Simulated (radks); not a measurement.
Task: These are the eigenvalues of the occupied orbitals of an atom or ion with whole-number occupations (hartree). Calculated with a radial shooting solver on a logarithmic mesh with Libxc functionals: Dirac Kohn-Sham, LDA (Slater exchange, Perdew-Wang correlation), spin-unpolarised, spherical densities, point nucleus.

1s1/2: -655.3980
2s1/2: -92.19126
2p1/2: -84.58839
2p3/2: -81.43896
3s1/2: -16.40328
3p1/2: -13.57221
3p3/2: -13.06944
3d3/2: -8.05946
3d5/2: -7.96742
4s1/2: -3.51474
4p1/2: -2.72843
4p3/2: -2.65655

Which element is it, and in what charge state? The configuration may be excited. Open shells, if any, fill j = l - 1/2 first.

Result: Z = 40, zirconium, charge +4: Zr4+ in [Kr]. The list shows which subshells hold electrons but not how many an open one holds; the 1s level, -655.4 hartree, gives Z - s = 36.2 by -(Z - s)^2/2, which with screening and relativity narrows Z to a few neighbours, and the depths of the outer levels then fix element, charge and occupations together.
